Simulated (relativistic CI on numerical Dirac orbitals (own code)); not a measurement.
**How well does a small relativistic CI reproduce Co²⁺?**

Calculated at this level of theory: Dirac-Coulomb-Breit CI, orbitals from a KLI potential per configuration, model QED, valence Slater integrals scaled by 0.85, P86 correlation energy added to each configuration (own radial code, finite nucleus).

Configuration list (outside the closed core [Ar]): 3d⁷, 3d⁶4s, 3d⁶4p, 3d⁵4s², 3d⁶5s, 3d⁶4d, 3d⁶5p, 3d⁵4s4p, 3d⁶4f, 3d⁶5d, 3d⁶5f, 3d⁶5g, 3d⁵4s5s. Levels of other configurations are missing.

| Configuration | Term (tabulated) | J | Measured (cm⁻¹) | Computed | Error | Purity (%) |
| --- | --- | --- | --- | --- | --- | --- |
| 3d⁷ | a 4F | 9/2 | 0.0 | 0 | 0 | 99 |
| 3d⁷ | a 4F | 7/2 | 841.2 | 797 | -45 | 100 |
| 3d⁷ | a 4F | 5/2 | 1451.3 | 1377 | -74 | 100 |
| 3d⁷ | a 4F | 3/2 | 1866.8 | 1775 | -92 | 99 |
| 3d⁷ | a 4P | 5/2 | 15201.9 | 15881 | 679 | 99 |
| 3d⁷ | a 4P | 3/2 | 15428.2 | 16142 | 714 | 97 |
| 3d⁷ | a 4P | 1/2 | 15811.4 | 16472 | 661 | 98 |
| 3d⁷ | a 2G | 9/2 | 16977.6 | 16704 | -274 | 98 |
| 3d⁷ | a 2G | 7/2 | 17766.2 | 17457 | -309 | 100 |
| 3d⁷ | a 2P | 3/2 | 20194.9 | 21965 | 1770 | 84 |
| 3d⁷ | a 2H | 11/2 | 22720.3 | 21862 | -859 | 100 |
| 3d⁷ | a 2D2 | 5/2 | 23058.8 | 23852 | 793 | 99 |
| 3d⁷ | a 2H | 9/2 | 23434.3 | 22543 | -891 | 98 |
| 3d⁷ | a 2D2 | 3/2 | 24236.8 | 25051 | 814 | 86 |
| 3d⁷ | a 2F | 5/2 | 37021.0 | 37561 | 540 | 99 |
| 3d⁷ | a 2F | 7/2 | 37316.5 | 37836 | 519 | 99 |
| 3d⁶4s | a 6D | 9/2 | 46438.3 | 44215 | -2224 | 100 |
| 3d⁶4s | a 6D | 7/2 | 47003.1 | 44765 | -2238 | 100 |
| 3d⁶4s | a 6D | 5/2 | 47415.4 | 45169 | -2247 | 100 |
| 3d⁶4s | a 6D | 3/2 | 47698.6 | 45447 | -2252 | 100 |
| 3d⁶4s | a 6D | 1/2 | 47864.8 | 45610 | -2255 | 100 |
| 3d⁶4s | a 4D | 7/2 | 55729.2 | 54436 | -1293 | 99 |
| 3d⁶4s | a 4D | 5/2 | 56373.8 | 55068 | -1306 | 100 |
| 3d⁶4s | a 4D | 3/2 | 56794.8 | 55484 | -1311 | 99 |
| 3d⁶4s | a 4D | 1/2 | 57036.8 | 55724 | -1313 | 99 |
| 3d⁶4s | b 4P | 5/2 | 70934.1 | 69757 | -1177 | 99 |
| 3d⁶4s | a 4H | 13/2 | 71623.1 | 67666 | -3957 | 100 |
| 3d⁶4s | a 4H | 11/2 | 71873.7 | 67919 | -3954 | 99 |
| 3d⁶4s | a 4H | 9/2 | 72083.3 | 68134 | -3950 | 98 |
| 3d⁶4s | a 4H | 7/2 | 72270.5 | 68312 | -3958 | 98 |
| 3d⁶4s | b 4P | 3/2 | 72341.9 | 71136 | -1206 | 98 |
| 3d⁶4s | b 4P | 1/2 | 73214.5 | 71967 | -1248 | 99 |
| 3d⁶4s | b 4F | 9/2 | 73286.0 | 70865 | -2421 | 94 |
| 3d⁶4s | b 4F | 7/2 | 73540.2 | 71119 | -2421 | 94 |
| 3d⁶4s | b 4F | 5/2 | 73726.6 | 71324 | -2403 | 97 |
| 3d⁶4s | b 4F | 3/2 | 73861.8 | 71479 | -2383 | 100 |
| 3d⁶4s | a 4G | 11/2 | 76518.9 | 73155 | -3364 | 76 |
| 3d⁶4s | b 2P | 3/2 | 76791.1 | 76190 | -602 | 97 |
| 3d⁶4s | a 4G | 9/2 | 77121.1 | 73769 | -3352 | 84 |
| 3d⁶4s | a 4G | 7/2 | 77383.1 | 74051 | -3332 | 93 |
| 3d⁶4s | b 2H | 11/2 | 77411.6 | 74038 | -3374 | 76 |
| 3d⁶4s | a 4G | 5/2 | 77472.3 | 74147 | -3325 | 95 |
| 3d⁶4s | b 2H | 9/2 | 77622.9 | 74268 | -3355 | 88 |
| 3d⁶4s | b 2P | 1/2 | 78434.3 | 77780 | -655 | 97 |
| 3d⁶4s | b 2F | 7/2 | 78927.8 | 77039 | -1889 | 92 |
| 3d⁶4s | b 2F | 5/2 | 79425.3 | 77568 | -1857 | 98 |
| 3d⁶4s | b 2G | 9/2 | 82363.3 | 79584 | -2779 | 98 |
| 3d⁶4s | b 2G | 7/2 | 82920.7 | 80171 | -2749 | 95 |
| 3d⁶4s | b 4D | 7/2 | 83938.9 | 81580 | -2358 | 100 |
| 3d⁶4s | a 2I | 13/2 | 85474.1 | 80645 | -4829 | 100 |
| 3d⁶4s | a 2I | 11/2 | 85517.3 | 80695 | -4822 | 99 |
| 3d⁶4s | c 2G | 9/2 | 86283.8 | 82623 | -3660 | 98 |
| 3d⁶4s | c 2G | 7/2 | 86327.1 | 82688 | -3639 | 97 |
| 3d⁶4p | z 6D° | 9/2 | 98290.3 | 94538 | -3752 | 99 |
| 3d⁶4p | z 6D° | 7/2 | 98545.6 | 94803 | -3743 | 97 |
| 3d⁶4p | z 6D° | 5/2 | 98823.2 | 95082 | -3742 | 98 |
| 3d⁶4p | z 6D° | 3/2 | 99043.5 | 95302 | -3742 | 99 |
| 3d⁶4p | z 6D° | 1/2 | 99182.2 | 95441 | -3741 | 99 |
| 3d⁶4p | z 6F° | 11/2 | 103245.0 | 99170 | -4075 | 100 |
| 3d⁶4p | z 6F° | 9/2 | 103386.7 | 99352 | -4035 | 97 |
| 3d⁶4p | z 6F° | 7/2 | 103501.7 | 99490 | -4012 | 97 |
| 3d⁶4p | z 6F° | 1/2 | 103690.8 | 99703 | -3987 | 99 |

Measured levels from Sugar and Corliss, J. Phys. Chem. Ref. Data 10, 1097 (1981); pairs were made by configuration, J and term (by order where the table uses no LS term), so strongly mixed levels may be paired wrongly. Some J values or terms of the table were assigned by a fit.

Mean error by configuration (cm⁻¹): 3d⁷ 263; 3d⁶4s -2580; 3d⁶4p -3870. Over the excited levels the mean absolute error is 2284 cm⁻¹ (61 of the 61 excited levels that our extract of the source holds in range could be paired), and the median relative error of those above 1,000 cm⁻¹ is 3.8 %.
